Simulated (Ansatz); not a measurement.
This geometry of BGeH₇OSi (11 atoms, charge 0, multiplicity 1) is a first-order saddle point.

These are results of RKS PBE-D4/def2-SVP in Ansatz 0.2.0, not measurements.

```xyz
11
Properties=species:S:1:pos:R:3
O -0.342 1.996 -0.644
Si 0.565 1.344 0.633
B 0.661 -0.664 0.595
Ge -0.257 -1.608 -0.900
H -1.298 1.832 -0.572
H 0.077 1.883 1.961
H 1.969 1.851 0.419
H 1.069 -1.346 1.516
H -1.341 -1.330 0.275
H -0.796 -0.873 -2.148
H -0.242 -3.141 -1.113
```

Q: Which two structures does it join? (They come from a converged band through this point; their orientation in space is the band's.)

A: No bond is made or broken.

Image 0:

```xyz
11
Properties=species:S:1:pos:R:3
O -0.545 2.061 -0.319
Si 0.596 1.375 0.725
B 0.770 -0.616 0.519
Ge -0.526 -1.581 -0.761
H -1.410 1.613 -0.318
H 0.271 1.648 2.184
H 1.886 2.084 0.409
H 1.636 -1.241 1.101
H -1.933 -0.911 -0.784
H 0.050 -1.385 -2.197
H -0.728 -3.104 -0.539
```

Image 6:

```xyz
11
Properties=species:S:1:pos:R:3
O -0.348 1.947 -0.683
Si 0.504 1.296 0.641
B 0.452 -0.712 0.635
Ge -0.047 -1.581 -1.063
H -1.315 1.884 -0.593
H -0.026 1.882 1.935
H 1.913 1.797 0.467
H 1.038 -1.430 1.423
H -0.833 -1.107 0.568
H -1.020 -0.909 -2.083
H -0.254 -3.126 -1.226
```

Q: How far does it lie above each of them?

A: 0.145 eV above the first and 0.384 eV above the second. This is the barrier of this one path; another mechanism may lie lower.

Run time: 2.1 min on 2 threads of Arm Neoverse V1 (shared host), peak memory 0.15 GiB.
